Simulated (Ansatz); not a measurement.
Start from `N[SiH](O)[SnH3]` and change one atom or group to get `C[SiH2][SiH](N)O`.

Ansatz, PBE0-D4/def2-TZVP geometries, multiplicity 1. Each molecule was computed in one conformer, which needn't be the lowest.

Elements past krypton have def2 core potentials.

| property | `N[SiH](O)[SnH3]` |
| --- | --- |
| LUMO energy (PBE0/def2-TZVPP) / eV | -0.04 |
| size of the dipole moment (B3LYP/def2-TZVPP) / D | 1.05 |
| HOMO energy (PBE0/def2-TZVPP) / eV | -7.30 |
| HOMO energy (PBE/def2-TZVPP) / eV | -6.13 |
| HOMO–LUMO gap (PBE0/def2-TZVPP) / eV | 7.26 |
| LUMO energy (PBE/def2-TZVPP) / eV | -0.80 |

Problem. What does the change do to each property? (Best estimate.)

Solution. The calculation gave: 
```json
{"property": "LUMO energy (PBE0/def2-TZVPP) / eV", "`C[SiH2][SiH](N)O`": "0.20", "shift": "0.24"}
{"property": "size of the dipole moment (B3LYP/def2-TZVPP) / D", "`C[SiH2][SiH](N)O`": "1.80", "shift": "0.75"}
{"property": "HOMO energy (PBE0/def2-TZVPP) / eV", "`C[SiH2][SiH](N)O`": "-7.28", "shift": "0.02"}
{"property": "HOMO energy (PBE/def2-TZVPP) / eV", "`C[SiH2][SiH](N)O`": "-5.97", "shift": "0.16"}
{"property": "HOMO–LUMO gap (PBE0/def2-TZVPP) / eV", "`C[SiH2][SiH](N)O`": "7.48", "shift": "0.22"}
{"property": "LUMO energy (PBE/def2-TZVPP) / eV", "`C[SiH2][SiH](N)O`": "-0.61", "shift": "0.19"}
```

Dipoles are sizes alone; their direction can turn.

B3LYP here is the variant with VWN-RPA as its local correlation; programs differ in this.
